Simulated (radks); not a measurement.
The mean radii <r> (bohr) of the occupied orbitals of an atom or ion are listed with their occupations. Method: scalar-relativistic Kohn-Sham, BLYP, spin-polarised, spherical densities, point nucleus; computed with a radial shooting solver on a logarithmic mesh with Libxc functionals.

| orbital | occ. | <r> |
|---|---|---|
| 1s up | 1 | 0.05214 |
| 1s down | 1 | 0.05214 |
| 2s up | 1 | 0.2347 |
| 2s down | 1 | 0.2346 |
| 2p up | 3 | 0.2061 |
| 2p down | 3 | 0.2059 |
| 3s up | 1 | 0.6457 |
| 3s down | 1 | 0.6467 |
| 3p up | 3 | 0.6493 |
| 3p down | 3 | 0.6506 |
| 3d up | 1 | 0.6251 |

Name the element and its charge. Open shells, if any, are filled with parallel spins first.

Answer. Z = 29, copper, charge +10: Cu10+ in [Ar] 3d1. The 1s radius gives Z: for a bare nucleus <r> = (2 gamma + 1)/(2Z) with gamma = sqrt(1 - (Z/c)^2), 0.05094 bohr for Z = 29, and screening makes it slightly larger (0.05214 here). The occupations add up to 19, and the charge is Z minus that.
